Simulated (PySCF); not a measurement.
# Working out the ionisation energy of Ne⁺

Ne⁺ [He] 2s2 2p5 (2P) → Ne²⁺ [He] 2s2 2p4 (3P). Computed with PySCF 2.14 in aug-cc-pwCVTZ (7s6p4d2f, 59 functions), with the non-relativistic Hamiltonian (point nucleus). Frozen: nothing. Energies in hartree (1 hartree = 27.21139 eV):

| part | Ne⁺ (lower) | Ne²⁺ (upper) |
| --- | --- | --- |
| UHF | -127.809780 | -126.367294 |
| MP2 opposite-spin | -0.205916 | -0.162771 |
| MP2 same-spin | -0.059075 | -0.045301 |

Q: What does Hartree-Fock give?

A: (-126.367294) − (-127.809780) = 1.442486 hartree = 39.252 eV.

Q: What do MP2 and SCS-MP2 (6/5 opposite-spin, 1/3 same-spin) give?

A: The opposite-spin parts differ by 1.174 eV and the same-spin parts by 0.375 eV. MP2: 39.252 + (1.174) + (0.375) = 40.801 eV. SCS-MP2: 39.252 + 1.2 × (1.174) + (0.375)/3 = 40.786 eV.

A first-order spin-orbit estimate adds -0.004 eV to MP2 (valence and next inner shell), giving 40.797 eV against 40.963 eV (measured; NIST Atomic Spectra Database, ionization energies).

What remains against the reference includes basis incompleteness and correlation beyond second order.
